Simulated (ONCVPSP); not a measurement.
## LDA (Perdew-Wang 92) ONCV dataset for magnesium, scalar-relativistic all-electron reference.

```
Element                 : magnesium
Generator               : ONCVPSP 4.0.1
Type                    : optimised norm-conserving Vanderbilt (ONCV)
Functional              : LDA (Perdew-Wang 92)
Relativity              : scalar-relativistic
Frozen core             : [He]
Valence charge          : 10
Reference configuration : 2s2 2p6 3s1 (charge +1)
Partial waves           : 2s+3s: rc 1.10 bohr, ncon 4, nbas 7, qcut 11 1/bohr, 2 projectors; 2p: rc 0.70 bohr, ncon 4, nbas 7, qcut 15.9 1/bohr, 3 projectors, debl 3.9 Ha; d scattering state at 0.46 Ha: rc 0.70 bohr, ncon 3, nbas 7, qcut 13.1 1/bohr, local
Local potential         : the d channel
Core correction         : Teter function fitted to the true core (icmod 2), fcfact 0.3
```

(1) Estimate the cutoffs (Ha) at which the residual kinetic energy of the hardest occupied pseudo-wave falls to 1 and 0.1 mHa per electron.

(2) What does a ghost test show?

(3) Which valence shell sets the plane-wave cutoff?

(4) Tests: 2s2 2p6 3s2; 2s2 2p6 3s0; 2s2 2p6 3s1.5; 2s1 2p6 3s2. Which has the largest error in its energy relative to the reference configuration, and how large is it?

## Answers

(1) 116 Ha and 238 Ha.

(2) No bound ghost flagged; no localised positive-energy state flagged.

(3) 2p: 116 Ha for 1 mHa per electron, against 21 Ha for 2s.

(4) 2s1 2p6 3s2, with -116 meV (all-electron minus pseudo) on +82.85 eV.
